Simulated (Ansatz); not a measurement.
`[OH][Sn][O][SiH3]`, 8 atoms. The species carries charge 0 and has multiplicity 1. Correlated methods include outer-core shells of Sn, which these sets cover unevenly. Sn: def2 effective core potential. All runs use 4 threads of an Arm Neoverse V2 on a shared host. Correlated methods freeze the cores.

Q: Give the basis size and wall time and peak host memory of each of these runs in Ansatz. RKS ωB97M-V/def2-TZVPP energy and forces; RKS PBE0-D4/def2-SVP energy; RKS ωB97M-V/def2-QZVPP energy; RKS PBE0-D4/def2-TZVP frequencies; RKS PBE0-D4/def2-QZVPP energy; direct RPA on PBE orbitals/def2-TZVPP energy; RKS r2SCANh-D4/def2-TZVPP energy; RKS PBE0-D4/def2-TZVP relaxation (8 steps); RKS BLYP-D4/def2-TZVPP energy; RHF-CCSD(T)/def2-TZVPP energy; RKS HSE06 (plane-wave form)-D4/def2-TZVPP energy; RHF-MP2/def2-QZVPP energy. (Best estimate.)

A: Computed: Other jobs shared the machine, so times are rough.

```
                                    level                   job  functions  wall time  peak host memory (GiB)
                     RKS PBE0-D4/def2-SVP                energy         92     0.85 s                     0.4
                   RKS BLYP-D4/def2-TZVPP                energy        210      1.3 s                    0.25
RKS HSE06 (plane-wave form)-D4/def2-TZVPP                energy        210      1.9 s                    0.51
                RKS r2SCANh-D4/def2-TZVPP                energy        210      3.2 s                     0.5
    direct RPA on PBE orbitals/def2-TZVPP                energy        210      4.1 s                    0.49
                   RKS PBE0-D4/def2-QZVPP                energy        386      4.9 s                     1.2
                   RKS ωB97M-V/def2-TZVPP     energy and forces        210      6.5 s                     0.7
                       RHF-MP2/def2-QZVPP                energy        386      9.5 s                     1.8
                   RKS ωB97M-V/def2-QZVPP                energy        386       11 s                     1.5
                    RKS PBE0-D4/def2-TZVP  relaxation (8 steps)        173       18 s                    0.42
                   RHF-CCSD(T)/def2-TZVPP                energy        210       70 s                     3.2
                    RKS PBE0-D4/def2-TZVP           frequencies        173       72 s                    0.42
```
